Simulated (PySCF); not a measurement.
# Two-component Hartree-Fock for Al³⁺ (aluminium, charge +3)

Start: [Ne]. Calculated with PySCF 2.14 in x2c-TZVPPall-2c: generalised Hartree-Fock with the X2C-1e Hamiltonian and a Gaussian nucleus; one run each with spin-orbit coupling (SO) switched off, then screened by Boettger's factors.

```csv
spinor shell,electrons,"ε, spin-free (eV)","ε, screened SO (eV)",weight of nominal j (screened SO),"rms radius, screened SO (bohr)"
1s1/2,2,-1630.3,-1630.3,1.000,0.139
2s1/2,2,-167.91,-167.91,1.000,0.675
2p1/2,2,-121.70,-122.02,1.000,0.667
```

**Question.** Where does 2p3/2 lie, and what is the 2p spin-orbit splitting (screened SO)?

**Answer.** At -121.53 eV, 0.485 eV above 2p1/2.

| quantity | spin-free | screened SO |
| --- | --- | --- |
| E (hartree) | -240.42783 | -240.42799 |
| M_J | 0 | 0 |
| ⟨J²⟩ | 0.000 | 0.000 |
| ⟨L²⟩ | 0.000 | 0.000 |
| ⟨S²⟩ | 0.000 | 0.000 |

Without spin-orbit coupling the j labels of p, d and f shells carry no meaning; the spin-free column gives the mean over the occupied spinors of each nl shell.
